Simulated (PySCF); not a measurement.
SMILES C=C=CB(C)C, C$_{5}$H$_{9}$B

Geometry:
```
atom   x (Å)   y (Å)   z (Å)
  C1   2.912  -0.645  -0.180
  C2   1.834   0.006   0.164
  C3   0.721   0.631   0.492
  B4  -0.687   0.043   0.158
  C5  -1.963   0.887   0.532
  C6  -0.842  -1.350  -0.554
  H7   3.394  -0.469  -1.147
  H8   3.367  -1.378   0.494
  H9   0.821   1.589   1.022
 H10  -2.870   0.281   0.676
 H11  -1.824   1.555   1.395
 H12  -2.164   1.543  -0.338
 H13   0.084  -1.761  -0.979
 H14  -1.624  -1.323  -1.330
 H15  -1.210  -2.066   0.205
```

Method: quadratic response CAM-B3LYP/def2-TZVPD first hyperpolarisability, Taylor convention, gas phase in PySCF. Geometry: PBE0-D3(BJ)/def2-SVP.

Q: Give β for the processes computed.

A: In au, Taylor convention; the vector part is βᵢ = ⅓ Σⱼ (βᵢⱼⱼ + βⱼᵢⱼ + βⱼⱼᵢ); β∥ is 3/5 of the vector part along the dipole, the dipole points from − to +:
```
                   process  λ (nm)  β vector norm     β∥  β HRS  depolarisation ratio
           static β(0;0,0)       ∞          144.1   81.3   65.4                  3.86
second harmonic β(−2ω;ω,ω)    1907          155.4   87.7   70.0                  3.92
         Pockels β(−ω;ω,0)    1907          147.7   83.4      –                     –
second harmonic β(−2ω;ω,ω)    1064          185.7  104.8   82.4                  4.04
         Pockels β(−ω;ω,0)    1064          156.3   88.2      –                     –
```

Q: Which lowest excitations, dipole and polarisabilities go with it?

A: S1 4.79 eV (f = 0.000); S2 6.12 eV (f = 0.341); S3 6.12 eV (f = 0.006); dipole 0.38 D; isotropic α 81.0 au static, 81.3 au at 1907 nm, 82.0 au at 1064 nm, 82.2 au at 953.5 nm, 85.2 au at 532 nm.
